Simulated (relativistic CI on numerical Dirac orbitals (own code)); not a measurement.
# Fe³⁺ (3d5) in a crystal field

Calculated by Dirac-Coulomb-Breit CI, KLI orbitals optimised for each configuration, QED by a radiative potential, valence Slater integrals scaled by 0.8, one configuration in a parametric crystal field (own radial code).

Field parameters in Wybourne normalisation: D3d B²₀ = −7Dσ, B⁴₀ = −14Dq − 21Dτ, B⁴₃ = −14√(10/7) Dq; Td as Oh with Dq negative (B⁴₀ = 21Dq, B⁴₄ = √(5/14) B⁴₀). The field is a parameter set, without covalency.

S and J are read from ⟨S²⟩ = S(S + 1) and ⟨J²⟩ = J(J + 1) of each level; they are not fictitious spins.

D3d, 10Dq = 30500, Dσ = 920, Dτ = -400 cm⁻¹, the lowest 10 levels:

```json
{"E (cm⁻¹)": "0.0", "Degeneracy": "2", "Irrep": "Γ4", "S": "0.51", "J": "4.62"}
{"E (cm⁻¹)": "1842", "Degeneracy": "2", "Irrep": "Γ4", "S": "0.51", "J": "4.53"}
{"E (cm⁻¹)": "2230", "Degeneracy": "2", "Irrep": "Γ5+Γ6", "S": "0.50", "J": "4.42"}
{"E (cm⁻¹)": "8696", "Degeneracy": "2", "Irrep": "Γ4", "S": "2.47", "J": "2.55"}
{"E (cm⁻¹)": "8701", "Degeneracy": "2", "Irrep": "Γ5+Γ6", "S": "2.47", "J": "2.55"}
{"E (cm⁻¹)": "8715", "Degeneracy": "2", "Irrep": "Γ4", "S": "2.48", "J": "2.54"}
{"E (cm⁻¹)": "11899", "Degeneracy": "2", "Irrep": "Γ5+Γ6", "S": "1.52", "J": "3.52"}
{"E (cm⁻¹)": "11946", "Degeneracy": "2", "Irrep": "Γ4", "S": "1.53", "J": "3.54"}
{"E (cm⁻¹)": "12516", "Degeneracy": "2", "Irrep": "Γ4", "S": "1.51", "J": "3.55"}
{"E (cm⁻¹)": "12531", "Degeneracy": "2", "Irrep": "Γ5+Γ6", "S": "1.52", "J": "3.64"}
```

Principal g values of the ground doublet: 1.66, 2.71, 2.71.

Td, 10Dq = -6150 cm⁻¹, the lowest 10 levels:

| E (cm⁻¹) | Degeneracy | Irrep | S | J |
| --- | --- | --- | --- | --- |
| 0.0 | 6 | Γ7+Γ8 | 2.50 | 2.50 |
| 25494 | 2 | Γ6 | 1.50 | 3.45 |
| 25510 | 4 | Γ8 | 1.50 | 3.68 |
| 25550 | 2 | Γ7 | 1.50 | 4.05 |
| 25568 | 4 | Γ8 | 1.50 | 4.00 |
| 28430 | 2 | Γ6 | 1.50 | 4.96 |
| 28434 | 4 | Γ8 | 1.50 | 5.03 |
| 28579 | 4 | Γ8 | 1.50 | 3.79 |
| 28673 | 2 | Γ7 | 1.50 | 2.90 |
| 29399 | 4 | Γ8 | 1.50 | 4.42 |

Td, 10Dq = -8700 cm⁻¹, the lowest 10 levels:

```tsv
E (cm⁻¹)	Degeneracy	Irrep	S	J
0.0	2	Γ7	2.50	2.50
0.0	4	Γ8	2.50	2.50
23179	2	Γ6	1.50	3.34
23202	4	Γ8	1.50	3.58
23245	2	Γ7	1.50	3.96
23270	4	Γ8	1.50	3.91
27431	2	Γ6	1.50	4.85
27434	4	Γ8	1.50	4.91
27566	4	Γ8	1.49	3.76
27682	2	Γ7	1.50	2.95
```

Principal g values of the ground doublet: 3.34, 3.34, 3.34.

The free-ion ground term has S = 5/2. The field overcomes the spin-pairing energy for D3d, 10Dq = 30500, Dσ = 920, Dτ = -400 cm⁻¹, where the ground state has lower spin; these fields are assumed values.

Levels of this model without a field, named by their leading LS term (the scale mimics covalency, so terms lie below those of the real free ion): 6S_5/2 0, 4G_11/2 29371, 4G_9/2 29420, 4G_5/2 29434, 4G_7/2 29436, 4P_5/2 33869, 4P_3/2 33953, 4P_1/2 34042 cm⁻¹.
